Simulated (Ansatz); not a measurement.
Reaction: SiPH5 (SMILES [SiH3]P) → SiPH4 (SMILES [SiH2]P, doublet) + H (doublet) (the H-Si bond breaks)
Each species at its own B3LYP-D3(BJ)/def2-TZVP minimum (Ansatz, an electronic-structure program).

Quantity: bond dissociation energy (electronic), in kJ/mol. Radicals and triplets start from unrestricted determinants; spin-orbit coupling is neglected. CBS(X,Y): correlation extrapolated as X^-3, Hartree-Fock from the larger set. A bracket is a step between two methods taken in the basis named. The functionals are non-relativistic, so their misses hold any scalar relativity. 'core' is core correlation in cc-pwCVTZ (1s frozen past Ne), 'X2C' scalar relativity in cc-pVTZ-DK, both at CCSD(T). Where a partner has so few electrons that a lower coupled-cluster level is exact, that level stands in.

CCSD(T)/CBS(cc-pV(T+d)Z,cc-pV(Q+d)Z) + [CCSDT(Q) - CCSD(T)]/cc-pV(T+d)Z + core + X2C (Ansatz) gives 393.0 kJ/mol.

Task: How far off this value is PBE/def2-TZVPD (Ansatz), in which direction, and which of these levels come nearer: r2SCAN/def2-TZVPD, PBE0/def2-TZVPD, wB97M-V/def2-TZVPD, CCSD(T)/CBS(cc-pV(T+d)Z,cc-pV(Q+d)Z) + core + X2C?

Result: PBE gives 365.1 kJ/mol, 27.9 kJ/mol below it. Differences of the others: r2SCAN/def2-TZVPD (Ansatz) -21.7; PBE0/def2-TZVPD (Ansatz) -22.3; wB97M-V/def2-TZVPD (Ansatz) 0.9; CCSD(T)/CBS(cc-pV(T+d)Z,cc-pV(Q+d)Z) + core + X2C (Ansatz) 0.5 kJ/mol. Nearer than PBE: r2SCAN/def2-TZVPD, PBE0/def2-TZVPD, wB97M-V/def2-TZVPD, CCSD(T)/CBS(cc-pV(T+d)Z,cc-pV(Q+d)Z) + core + X2C.
